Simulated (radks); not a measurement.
Problem. All-electron atom: Mg in [Ne] 3s2. Calculated with a radial shooting solver on a logarithmic mesh with Libxc functionals: non-relativistic Kohn-Sham, LDA (Slater exchange, Perdew-Wang correlation), spin-polarised, spherical densities, point nucleus. Some entries of the table are withheld. Estimate them.

orbital,occ.,eigenvalue (eV),r(max) (bohr),<r> (bohr)
1s,2,(1),0.08570,0.1314
2s,2,-79.0069,(2),(3)
2p,6,(4),0.4777,(5)
3s,2,-4.7747,2.518,3.136
3p,0,-1.3812,3.497,4.524
4s,0,-0.0544,9.664,15.02

Solution. 
(1) 1s eigenvalue (eV): -1250.988
(2) 2s r(max) (bohr): 0.5499
(3) 2s <r> (bohr): 0.7026
(4) 2p eigenvalue (eV): -46.7677
(5) 2p <r> (bohr): 0.6911
